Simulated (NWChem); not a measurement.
Program: NWChem. System: CH3Cl2Si, charge 1, spin multiplicity 1, at the geometry of a parent with another charge or spin, in a state set for the comparison that need not be this species' ground state. Level: RHF/def2-TZVP.

Job file:

```
start mol
memory heap 200 mb stack 900 mb global 1100 mb
charge 1
geometry units angstroms nocenter noautoz
  C      2.057590    -0.040120     0.000000
  Si     0.243966    -0.556836     0.000000
  Cl    -0.676860     0.230364    -1.703918
  Cl    -0.676860     0.230364     1.703918
  H      2.124092     1.060677     0.000000
  H      2.564044    -0.428316    -0.897023
  H      2.564044    -0.428316     0.897023
  symmetry group Cs
end
basis spherical
  * library def2-tzvp
end
scf
  rhf
  nopen 0
  maxiter 100
  thresh 1e-7
  semidirect memsize 60000000 filesize 0
end
task scf energy
```

Output (cleaned and shortened):

```
             Northwest Computational Chemistry Package (NWChem) 7.3.0
             --------------------------------------------------------

                                NWChem Input Module
                                -------------------

 Scaling coordinates for geometry "geometry" by  1.889725989
 (inverse scale =  0.529177249)

 Turning off AUTOSYM since
 SYMMETRY directive was detected!

                             Geometry "geometry" -> ""
                             -------------------------

 Output coordinates in angstroms (scale by  1.889725989 to convert to a.u.)

  No.       Tag          Charge          X              Y              Z
 ---- ---------------- ---------- -------------- -------------- --------------
    1 C                    6.0000     2.05759000    -0.04012000     0.00000000
    2 Si                  14.0000     0.24396600    -0.55683600     0.00000000
    3 Cl                  17.0000    -0.67686000     0.23036400    -1.70391800
    4 Cl                  17.0000    -0.67686000     0.23036400     1.70391800
    5 H                    1.0000     2.12409200     1.06067700     0.00000000
    6 H                    1.0000     2.56404400    -0.42831600    -0.89702300
    7 H                    1.0000     2.56404400    -0.42831600     0.89702300

 Effective nuclear repulsion energy (a.u.)     255.6680987061

            Nuclear Dipole moment (a.u.)
            ----------------------------
        X                 Y               Z
 ---------------- ---------------- ----------------
     0.0000075589    -0.0000056692     0.0000000000

      Symmetry information
      --------------------

 Group name             Cs
 Group number              2
 Group order               2
 No. of unique centers     5

      Symmetry unique atoms

     1    2    3    5    6


 Summary of "ao basis" -> "" (spherical)
 ------------------------------------------------------------------------------
       Tag                 Description            Shells   Functions and Types
 ---------------- ------------------------------  ------  ---------------------
 *                         def2-tzvp                  on all atoms

 Summary of "ao basis" -> "ao basis" (spherical)
 ------------------------------------------------------------------------------
       Tag                 Description            Shells   Functions and Types
 ---------------- ------------------------------  ------  ---------------------
 C                         def2-tzvp                11       31   5s3p2d1f
 Si                        def2-tzvp                13       37   5s5p2d1f
 Cl                        def2-tzvp                13       37   5s5p2d1f
 H                         def2-tzvp                 4        6   3s1p

                                 NWChem SCF Module
                                 -----------------

  ao basis        = "ao basis"
  functions       =   160
  atoms           =     7
  closed shells   =    28
  open shells     =     0
  charge          =   1.00
  wavefunction    = RHF
  use symmetry    = T
  symmetry adapt  = T

 Summary of "ao basis" -> "ao basis" (spherical)
 ------------------------------------------------------------------------------
       Tag                 Description            Shells   Functions and Types
 ---------------- ------------------------------  ------  ---------------------
 C                         def2-tzvp                11       31   5s3p2d1f
 Si                        def2-tzvp                13       37   5s5p2d1f
[...]
    26 a"         27 a'         28 a"         29 a'         30 a'
    31 a"         32 a'         33 a'         34 a"         35 a'
    36 a'         37 a'         38 a"

             Final eigenvalues
             -----------------

              1
    1 -105.0595
    2 -105.0595
    3  -69.1529
    4  -11.4594
    5  -10.7858
    6  -10.7858
    7   -8.2521
    8   -8.2521
    9   -8.2510
   10   -8.2510
   11   -8.2508
   12   -8.2508
   13   -6.4880
   14   -4.5946
   15   -4.5923
   16   -4.5914
   17   -1.3244
   18   -1.2967
   19   -1.1735
   20   -0.8845
   21   -0.7937
   22   -0.7877
   23   -0.7395
   24   -0.7348
   25   -0.7001
   26   -0.6721
   27   -0.6674
   28   -0.6642
   29   -0.2703
   30   -0.0684
   31   -0.0658
   32   -0.0288
   33   -0.0007
   34    0.0292
   35    0.0375
   36    0.0694
   37    0.0832
   38    0.1042

                       ROHF Final Molecular Orbital Analysis
                       -------------------------------------

 Vector   26  Occ=2.000000D+00  E=-6.720571D-01  Symmetry=a"
              MO Center= -6.0D-01,  1.8D-01, -2.2D-13, r^2= 3.9D+00
   Bfn.  Coefficient  Atom+Function         Bfn.  Coefficient  Atom+Function
  ----- ------------  ---------------      ----- ------------  ---------------
    84      0.303454  3 Cl py               121     -0.303454  4 Cl py
    83      0.248486  3 Cl px               120     -0.248486  4 Cl px
    87      0.174586  3 Cl py               124     -0.174586  4 Cl py

 Vector   27  Occ=2.000000D+00  E=-6.673635D-01  Symmetry=a'
              MO Center=  5.7D-02,  4.9D-02, -1.8D-13, r^2= 4.4D+00
   Bfn.  Coefficient  Atom+Function         Bfn.  Coefficient  Atom+Function
  ----- ------------  ---------------      ----- ------------  ---------------
    83      0.328781  3 Cl px               120      0.328781  4 Cl px
    86      0.187113  3 Cl px               123      0.187113  4 Cl px
     6      0.178858  1 C  px                 9      0.168694  1 C  px
    46     -0.165826  2 Si px

 Vector   28  Occ=2.000000D+00  E=-6.642142D-01  Symmetry=a"
              MO Center= -6.1D-01,  1.8D-01, -3.6D-13, r^2= 4.1D+00
   Bfn.  Coefficient  Atom+Function         Bfn.  Coefficient  Atom+Function
  ----- ------------  ---------------      ----- ------------  ---------------
    85      0.302928  3 Cl pz               122      0.302928  4 Cl pz
    83     -0.211807  3 Cl px               120      0.211807  4 Cl px
    88      0.169507  3 Cl pz               125      0.169507  4 Cl pz
    84      0.167578  3 Cl py               121     -0.167578  4 Cl py

 Vector   29  Occ=0.000000D+00  E=-2.703296D-01  Symmetry=a'
              MO Center=  1.5D-01, -9.3D-01, -2.2D-13, r^2= 3.1D+00
   Bfn.  Coefficient  Atom+Function         Bfn.  Coefficient  Atom+Function
  ----- ------------  ---------------      ----- ------------  ---------------
    36      0.579208  2 Si s                 47     -0.376843  2 Si py
    50     -0.303363  2 Si py                 5     -0.268080  1 C  s
    35      0.256105  2 Si s                 87      0.191404  3 Cl py
   124      0.191404  4 Cl py               145      0.172892  5 H  s
    34     -0.162605  2 Si s                 84      0.158555  3 Cl py

 Vector   30  Occ=0.000000D+00  E=-6.840112D-02  Symmetry=a'
              MO Center=  6.0D-02, -6.3D-01,  7.5D-13, r^2= 4.9D+00
   Bfn.  Coefficient  Atom+Function         Bfn.  Coefficient  Atom+Function
  ----- ------------  ---------------      ----- ------------  ---------------
     5      1.778160  1 C  s                 49     -1.241354  2 Si px
    36     -0.650920  2 Si s                145     -0.535960  5 H  s
    35      0.444702  2 Si s                 46     -0.395012  2 Si px
    88     -0.311895  3 Cl pz               125      0.311895  4 Cl pz
    12     -0.301710  1 C  px                73     -0.279848  3 Cl s

 Vector   31  Occ=0.000000D+00  E=-6.580111D-02  Symmetry=a"
              MO Center=  2.7D-01, -8.0D-01,  7.5D-13, r^2= 4.5D+00
   Bfn.  Coefficient  Atom+Function         Bfn.  Coefficient  Atom+Function
  ----- ------------  ---------------      ----- ------------  ---------------
    51      1.113420  2 Si pz                73      0.445776  3 Cl s
   110     -0.445776  4 Cl s                 14     -0.380469  1 C  pz
    48      0.356605  2 Si pz                87     -0.216579  3 Cl py
   124      0.216579  4 Cl py                86      0.192228  3 Cl px
   123     -0.192228  4 Cl px                58     -0.174670  2 Si d -1

 center of mass
 --------------
 x =  -0.14243632 y =   0.00429635 z =   0.00000000

 moments of inertia (a.u.)
 ------------------
         780.574139566385          55.779647547225           0.000000000000
          55.779647547225        1093.967187019041           0.000000000000
           0.000000000000           0.000000000000         412.729193155395

  Mulliken analysis of the total density
  --------------------------------------

    Atom       Charge   Shell Charges
 -----------   ------   -------------------------------------------------------
    1 C    6     6.43   0.85  1.12  0.47  0.72  0.06  1.23  1.51  0.40  0.01  0.03  0.00
    2 Si  14    13.04   2.00  0.59  1.39  0.92  0.23  4.11  1.73  0.44  1.01  0.09  0.15  0.32  0.07
    3 Cl  17    17.07   2.01  0.45  1.52  1.11  0.85  4.18  1.69  1.04  2.86  1.31  0.01  0.03  0.00
    4 Cl  17    17.07   2.01  0.45  1.52  1.11  0.85  4.18  1.69  1.04  2.86  1.31  0.01  0.03  0.00
    5 H    1     0.78   0.25  0.45  0.06  0.02
    6 H    1     0.80   0.25  0.46  0.07  0.02
    7 H    1     0.80   0.25  0.46  0.07  0.02

       Multipole analysis of the density wrt the origin
       ------------------------------------------------

     L   x y z        total         open         nuclear
     -   - - -        -----         ----         -------
     0   0 0 0      1.000000      0.000000     57.000000

     1   1 0 0      1.251623      0.000000      0.000008
     1   0 1 0     -1.090163      0.000000     -0.000006
     1   0 0 1      0.000000      0.000000      0.000000

     2   2 0 0    -24.993087      0.000000    212.380062
     2   1 1 0     -0.583814      0.000000    -27.290353
     2   1 0 1      0.000000      0.000000      0.000000
     2   0 2 0    -26.135007      0.000000     27.307317
     2   0 1 1     -0.000000      0.000000      0.000000
     2   0 0 2    -28.032689      0.000000    358.258968

 Task  times  cpu:        7.5s     wall:        7.5s

 Total times  cpu:        7.5s     wall:        7.5s
```
